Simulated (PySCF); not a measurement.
# Adding and removing an electron: LiBr

r²SCAN; PySCF, no relativity, basis sets Li aug-pcseg-1, Br aug-pcseg-1. Neutral (UKS): singlet (closed shell), Re = 2.213 Å, ωe = 541 cm⁻¹, De = 4.49 eV, HOMO -5.87 eV, LUMO -1.20 eV.

LiBr⁻ (UKS): doublet (σ ↑), Re = 2.341 Å, ωe = 413 cm⁻¹, De = 1.53 eV to Li + Br⁻. The energies at the minima are -2581.43524 hartree for LiBr and -2581.46095 for LiBr⁻.

Q: Work out the adiabatic electron affinity, without and with harmonic zero-point energies (1 hartree = 27.2114 eV, 1 eV = 8065.5 cm⁻¹), and the change of the bond length.

A: At r²SCAN: 0.02571 hartree = 0.700 eV between the minima; the zero-point term (541.0 − 413.0)/2 cm⁻¹ = +0.008 eV makes it 0.708 eV. Re changes by +12.8 pm against the neutral. The electron enters a σ orbital; in so polar a molecule the change of length follows mostly from the change of the ionic charges.

Spin–orbit coupling is left out. For an ion De counts to the pair picked by the measured ionisation energies or electron affinities, which need not be the lowest pair at this level. The highest Kohn–Sham level is positive in this anion. Much of that is self-interaction error, but it also means that the finite basis helps to hold the extra electron. States were picked by a PBE0 search and need not be the measured ground states.
